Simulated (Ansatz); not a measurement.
Si(NCS)H3 (CH3NSSi), relaxed as a singlet with RKS PBE-D4/def2-SVP in Ansatz, starting from the GFN2-xTB geometry. Force threshold 0.02 eV/Å.

Start:

```xyz
7

Si   -0.256    1.096   -0.048
N     0.122   -0.576    0.055
C     0.404   -1.729    0.080
S     0.764   -3.238    0.122
H     1.024    1.795   -0.078
H    -1.037    1.391    1.149
H    -1.020    1.261   -1.280
```

(1) Estimate the energy that the relaxation releases and the steps that it takes.

(2) Does the start keep its bonding and symmetry?

(3) Predict the relaxed structure.

Answers

(1) 12.8 kJ/mol, in 6 steps; 16 s on 4 threads of Intel Xeon on a shared host. No frequencies were taken in this run, so the end may be a saddle point.

(2) By distances, no bond broke or formed. The bond that changes most is Si1–H5, from 1.46 to 1.50 Å (atoms count from 1). Point group C3v at the start, C3v at the end, both within 0.05 Å.

(3) 
Cartesian coordinates in Å:
```
Si -0.252 1.077 -0.047
N 0.139 -0.611 0.034
C 0.416 -1.786 0.080
S 0.779 -3.326 0.141
H 1.023 1.869 -0.078
H -1.059 1.447 1.163
H -1.047 1.330 -1.294
```
Bond lengths: 1 × N–Si 1.73 Å; 1 × C–N 1.21 Å; 1 × C–S 1.58 Å; 3 × H–Si 1.50 Å.
